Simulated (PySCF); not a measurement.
# Spin-rotation constants: `[SiH3][Ge@H]([Cl])[GeH3]`, ClGe$_{2}$H$_{7}$Si

Molfile (atoms numbered from 1):
```
ClGe2H7Si
     RDKit          3D

 11 10  0  0  0  0  0  0  0  0999 V2000
   -1.9789   -0.4625    0.3487 Si  0  0  0  0  0  4  0  0  0  0  0  0
   -0.0287    0.8891    0.1347 Ge  0  0  2  0  0  4  0  0  0  0  0  0
   -0.3625    2.0234   -1.7077 Cl  0  0  0  0  0  0  0  0  0  0  0  0
    2.0314   -0.3305   -0.2358 Ge  0  0  0  0  0  4  0  0  0  0  0  0
   -1.9068   -1.2753    1.6016 H   0  0  0  0  0  0  0  0  0  0  0  0
   -3.1926    0.4055    0.3779 H   0  0  0  0  0  0  0  0  0  0  0  0
   -2.0366   -1.3757   -0.8311 H   0  0  0  0  0  0  0  0  0  0  0  0
    0.1048    1.9415    1.2538 H   0  0  0  0  0  0  0  0  0  0  0  0
    2.3870   -1.1582    1.0138 H   0  0  0  0  0  0  0  0  0  0  0  0
    1.8311   -1.2771   -1.4306 H   0  0  0  0  0  0  0  0  0  0  0  0
    3.1716    0.6538   -0.5423 H   0  0  0  0  0  0  0  0  0  0  0  0
  1  2  1  0
  2  3  1  0
  2  4  1  0
  1  5  1  0
  1  6  1  0
  1  7  1  0
  2  8  1  1
  4  9  1  0
  4 10  1  0
  4 11  1  0
M  END
```

Method: PySCF, GIAO wB97X-D/pcSseg-1 magnetisability, rotational g tensor and spin-rotation constants, non-relativistic, gas phase. Geometry: PBE0-D3(BJ)/def2-SVP.

The calculation is non-relativistic, which matters for the atoms heavier than Zn.

(1) Give the nuclear spin-rotation constants along the inertial axes (H = +C I·J) beside the isotropic shieldings.

(2) How do the rotational constants and the g tensor change when H5, H6, H7, H8, H9, H10, H11 are replaced by deuterium?

Results:

(1) Rotational constants 1.9395, 1.0186, 0.7501 GHz. A star marks the isotopologue with that one atom substituted, in its own axes.
```csv
atom,isotope,Caa (kHz),Cbb (kHz),Ccc (kHz),mean (kHz),σ (ppm)
Cl3,35Cl,0.111,0.063,0.034,0.069,1052.0
H5,1H,-0.165,0.011,-0.058,-0.071,27.7
H6,1H,0.055,-0.089,-0.066,-0.033,27.4
H7,1H,-0.175,-0.096,0.026,-0.082,27.5
H8,1H,-0.154,-0.091,0.032,-0.071,25.9
H9,1H,-0.128,-0.014,-0.058,-0.067,27.7
H10,1H,-0.168,-0.098,0.021,-0.082,27.6
H11,1H,-0.107,-0.016,-0.061,-0.061,27.4
Si1,29Si*,-1.003,-0.519,-0.393,-0.638,443.2
Ge2,73Ge*,-0.588,-0.268,-0.239,-0.365,1372.2
Ge4,73Ge*,-0.454,-0.247,-0.181,-0.294,1636.0
```
For the geometry as given, no vibrational averaging.

(2) Constants 1.7548, 0.9337, 0.6976 GHz; g -0.0186, -0.0065, -0.0076, against -0.0201, -0.0072, -0.0081 before.
